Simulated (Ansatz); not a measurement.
`C[SiH2]/N=C/F` + `[SiH3][TeH]` → `C[SiH2][Te][SiH3]` + `N=CF` at 298.15 K and 1 bar (ligand exchange at the Si–N bond).

Gas-phase electronic energies from Ansatz, PBE0-D4/def2-TZVP geometries. CCSD(T)/CBS adds triple-zeta CCSD(T) − MP2 to the extrapolated MP2 energy (def2 sets, frozen cores). This one scheme is used for every species. def2 core potentials past Kr. For Te outer-core shells are correlated without core-valence functions, which leaves a few kJ/mol of doubt a bond. Each species was taken in one conformer, which may not be the lowest.

```tsv
species	CCSD(T)/CBS energy (Eh)	H − E (kJ/mol)	S (J/(mol·K))
`C[SiH2]/N=C/F`	-523.29934	224.2	343.1
`[SiH3][TeH]`	-559.21313	96.9	297.5
`C[SiH2][Te][SiH3]`	-888.79691	233.6	402.9
`N=CF`	-193.72220	98.3	248.2
```

H − E and S are ideal-gas, rigid-rotor, harmonic terms from PBE0-D4/def2-TZVP, for one conformer and one mirror image of each species. 1 Eh = 2625.50 kJ/mol, R = 8.31446 J/(mol·K).

Task: By hand: ΔE, ΔH, ΔS and ΔG.

Result: ΔE = (-888.79691) + (-193.72220) − (-523.29934) − (-559.21313) = -0.00664 Eh = -17.4 kJ/mol. Δ(H − E) = 233.6 + 98.3 − 224.2 − 96.9 = 10.8, so ΔH = -6.6 kJ/mol. ΔS = 402.9 + 248.2 − 343.1 − 297.5 = 10.5 J/(mol·K). ΔG = -6.6 − 298.15 × (10.5)/1000 = -9.7 kJ/mol.

Task: By hand: the equilibrium constant, and the temperature at which ΔG would vanish if ΔH and ΔS stayed fixed.

Result: log₁₀ K = −ΔG/(RT ln 10) = 1.7. ΔH and −TΔS have one sign here, so there is no such temperature.

TΔS isn't small against ΔH here. A doubt of 5 kJ/mol in ΔE shifts log₁₀ K by 0.9 here. Other conformers and mirror images would add mixing entropy, several J/(mol·K) or more a flexible species. Modes under 60 cm⁻¹, often nearly free rotors, make the harmonic entropy too high. These are equilibria of isolated gas molecules and say nothing of rates. Largest T1 diagnostic: 0.013 (customary marks: 0.02 for closed shells, 0.045 for open ones).

ΔS is within the doubt of such terms, so its sign, and with it that verdict, could turn.
